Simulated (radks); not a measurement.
Values are calculated unless marked as measured or tabulated.
Valence configurations of Au+ (all share [Xe]). Level of theory: scalar-relativistic Kohn-Sham, r2SCAN, spin-polarised, spherical densities, finite nucleus; open shells are filled with parallel spins first (spin-orbit coupling, left out, can overturn this in heavy ions); meta-GGA in the generalised Kohn-Sham scheme; Fermi nuclear charge, rms radius 5.4371 fm (a radial shooting solver on a logarithmic mesh with Libxc functionals). Energies are relative to 4f14 5d10; eigenvalues in eV for spin up.

valence,E (eV),moment (Bohr magnetons),e(4f),e(5d),e(6p),e(6s)
4f14 5d10,0.000,0,-90.334,-15.465,-,-
4f14 5d9 6s1,2.355,2,-93.956,-18.501,-,-15.193
4f14 5d9 6p1,9.885,2,-95.762,-20.068,-8.535,-
4f14 5d8.5 6s0.5 6p1,11.398,3,-97.580,-21.548,-9.100,-17.015
4f14 5d8 6p2,21.084,4,-101.13,-24.466,-10.479,-
4f13.5 5d10 6s0.5,40.250,1,-98.215,-17.437,-,-13.974
4f13.5 5d9 6s0.5 6p1,51.280,3,-103.80,-22.117,-9.106,-17.030
4f13 5d10 6s1,83.494,2,-106.32,-19.486,-,-15.167
4f13 5d10 6p1,91.028,2,-108.18,-21.118,-8.533,-
4f12.5 5d9 6s1.5 6p1,144.91,4,-120.66,-26.429,-9.935,-18.673

NIST lists [Xe] 4f14 5d10 as the ground configuration; this level of theory agrees among the configurations tried. The energies are those of spherical high-spin densities, not of single terms.
